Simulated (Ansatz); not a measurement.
Geometry optimisation, DFT LDA, scalar-relativistic, plane waves, PAW (Ansatz).

Input file:

```yaml
crystal:
  lattice:
    - [7.78, 0.0, 0.0]
    - [0.0, 5.501291, 0.0]
    - [0.0, 0.0, 17.125968]
  atoms:
    - { symbol: Pd, position: [0.25, 0.24999999, 0.05839086] }
    - { symbol: Pd, position: [0.75, 0.24999999, 0.05839086] }
    - { symbol: Pd, position: [0.25, 0.74999997, 0.05839086] }
    - { symbol: Pd, position: [0.75, 0.74999997, 0.05839086] }
    - { symbol: Pd, position: [0.0, 0.0, 0.13869713] }
    - { symbol: Pd, position: [0.5, 0.0, 0.13869713] }
    - { symbol: Pd, position: [0.0, 0.49999998, 0.13869713] }
    - { symbol: Pd, position: [0.5, 0.49999998, 0.13869713] }
    - { symbol: Pd, position: [0.25, 0.24999999, 0.21900341] }
    - { symbol: Pd, position: [0.75, 0.24999999, 0.21900341] }
    - { symbol: Pd, position: [0.25, 0.74999997, 0.21900341] }
    - { symbol: Pd, position: [0.75, 0.74999997, 0.21900341] }
    - { symbol: Pd, position: [0.0, 0.0, 0.29930968] }
    - { symbol: Pd, position: [0.5, 0.0, 0.29930968] }
    - { symbol: Pd, position: [0.0, 0.49999998, 0.29930968] }
    - { symbol: Pd, position: [0.5, 0.49999998, 0.29930968] }
    - { symbol: I, position: [0.33333333, 0.33333332, 0.43711211] }
basis:
  ecutwfc: 420.0
kpoints:
  mp_grid: { grid: [2, 3, 1] }
hamiltonian:
  xc: lda
scf:
  occupations: { method: gaussian, width: 0.15 }
  lower_state_search: "off"
relax:
  f_tol: 0.03
  max_steps: 60
  adjacent_minimum: "off"
  constraints: [{ sites: [0, 1, 2, 3] }]
```

Run as:

```bash
$ ansatz run input.yaml --threads 4 --pin off --max-ram 10240MiB --backend cpu --events-out ev --progress --plain --runs-dir out
```

Task: Where does it end, and by what steps?

Result: It converged. The force dipped under the threshold on the way, but the program's further checks kept it going. Limits of this set-up: coarse k mesh, thin slab, slab without dipole correction, odd electron count without spin. After 11 steps the energy has fallen by 1.965 eV; I17 moved furthest, 1.56 Å. Joined: Pd9–I17 (3.82 → 2.61 Å), Pd13–I17 (3.96 → 2.69 Å), Pd15–I17 (3.62 → 2.69 Å).

```json
{"step": "0", "energy less start (eV)": "0.0000", "largest force component (eV/Å)": "1.966", "accepted": "yes"}
{"step": "1", "energy less start (eV)": "-0.4667", "largest force component (eV/Å)": "1.699", "accepted": "yes"}
{"step": "2", "energy less start (eV)": "-0.8093", "largest force component (eV/Å)": "1.001", "accepted": "yes"}
{"step": "3", "energy less start (eV)": "-1.0850", "largest force component (eV/Å)": "0.673", "accepted": "yes"}
{"step": "4", "energy less start (eV)": "-1.2928", "largest force component (eV/Å)": "0.588", "accepted": "yes"}
{"step": "5", "energy less start (eV)": "-1.4597", "largest force component (eV/Å)": "0.558", "accepted": "yes"}
{"step": "6", "energy less start (eV)": "-1.6316", "largest force component (eV/Å)": "0.623", "accepted": "yes"}
{"step": "7", "energy less start (eV)": "-1.7998", "largest force component (eV/Å)": "0.510", "accepted": "yes"}
{"step": "8", "energy less start (eV)": "-1.9242", "largest force component (eV/Å)": "0.269", "accepted": "yes"}
{"step": "9", "energy less start (eV)": "-1.9627", "largest force component (eV/Å)": "0.120", "accepted": "yes"}
{"step": "10", "energy less start (eV)": "-1.9650", "largest force component (eV/Å)": "0.008", "accepted": "yes"}
{"step": "11", "energy less start (eV)": "-1.9650", "largest force component (eV/Å)": "0.008", "accepted": "yes"}
```

```xyz
17
Lattice="7.7800 0.0000 0.0000 0.0000 5.5013 0.0000 0.0000 0.0000 17.1260" Properties=species:S:1:pos:R:3
Pd 1.945 1.375 1.000
Pd 5.835 1.375 1.000
Pd 1.945 4.126 1.000
Pd 5.835 4.126 1.000
Pd -0.026 -0.003 2.176
Pd 3.916 -0.002 2.175
Pd -0.026 2.762 2.177
Pd 3.916 2.762 2.176
Pd 1.946 1.390 3.523
Pd 5.836 1.394 3.662
Pd 1.946 4.141 3.610
Pd 5.836 4.146 3.690
Pd 0.007 0.004 4.904
Pd 3.886 0.004 4.903
Pd 0.005 2.790 4.905
Pd 3.888 2.790 4.904
I 1.947 1.402 6.138
```

Whether the end is a true minimum wasn't checked by a vibrational analysis.

Time of the run: 2.1 min on 4 threads of AMD EPYC 7B13 (Zen 3) (shared host), peak memory 2.1 GiB.
